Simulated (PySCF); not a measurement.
# Name the molecule from its bond curve

A diatomic of charge 0 contains Tl. Its quartet curve at PBEsol in a double-zeta basis (scalar-relativistic core potentials, PySCF), in eV from the separated fragments:

(R (Å), E (eV)): (1.983, -2.699), (2.075, -2.986), (2.168, -3.136), (2.237, -3.185), (2.306, -3.192), (2.375, -3.167), (2.467, -3.097), (2.583, -2.969), (2.721, -2.783), (2.906, -2.513)

The fit gives ωe = 416 cm⁻¹ and the rotational constant Bₑ = 0.2851 cm⁻¹.

Question: Which atom is the partner?

Answer: The minimum lies at 2.284 Å, so the reduced mass is 16.8576 u Å² cm⁻¹/(Bₑ·Re²) = 11.33 u. With Tl at 204.97 u the partner weighs about 12.0 u: C. The molecule is TlC.

Spin–orbit coupling is left out, which matters for elements this heavy, above all for dissociation energies. The state is the lowest determinant that a PBE0 search found; another state may lie lower at other levels.
